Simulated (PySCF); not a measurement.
**BiS⁺: one state, many levels of theory**

State: ¹Σ⁺ (singlet), closed shell. Set-up: basis Bi def2-SVPD with ECP60, S def2-SVPD; scalar-relativistic core potentials; PySCF 2.14. De refers to Bi⁺ + S in their high-spin ground configurations, without counterpoise correction. A positive dipole points towards S; it is taken about the centre of mass and depends on that origin.

| Level | Re (Å) | ωe (cm⁻¹) | De (eV) | μ (D) |
| --- | --- | --- | --- | --- |
| RHF | 2.213 | 556 | n/a | -1.98 |
| RHF-MP2 | 2.307 | 437 | n/a | n/a |
| RHF-SCS-MP2 | 2.300 | 446 | n/a | n/a |
| RHF-CCSD | 2.272 | 487 | n/a | n/a |
| RHF-CCSD(T) | 2.304 | 444 | n/a | n/a |
| PBE | 2.283 | 471 | n/a | -0.92 |
| revPBE | 2.289 | 468 | n/a | -1.00 |
| PW91 | 2.283 | 472 | n/a | -0.89 |
| r²SCAN | 2.263 | 492 | n/a | -1.11 |
| PBE0 | 2.248 | 507 | n/a | -1.22 |
| BHandHLYP | 2.235 | 524 | n/a | -1.41 |
| CAM-B3LYP | 2.237 | 521 | n/a | -1.24 |

(1) What does a quarter of exact exchange do here, going from PBE to PBE0?

(2) What does the step from GGA to meta-GGA do here, going from PBE to r²SCAN?

Correlated steps freeze 9 core orbitals. These are scalar-relativistic numbers at best; spin–orbit coupling would shift them, the dissociation energy most. The CCSD T1 diagnostic is raised, a sign that a single reference may not be enough here.

The whole job (state search and all levels along the bond) took about 2.9 min on 1 thread of Arm Neoverse V2 (shared host), peak memory 0.81 GiB.

Answers

(1) PBE0 less PBE: -3.5 pm in Re, +7.6 % in ωe. Exact exchange removes part of the self-interaction that spreads semilocal densities, and in most molecules shortens and stiffens the bond and lowers De; so it does here.

(2) r²SCAN less PBE: -2.0 pm in Re, +4.5 % in ωe.
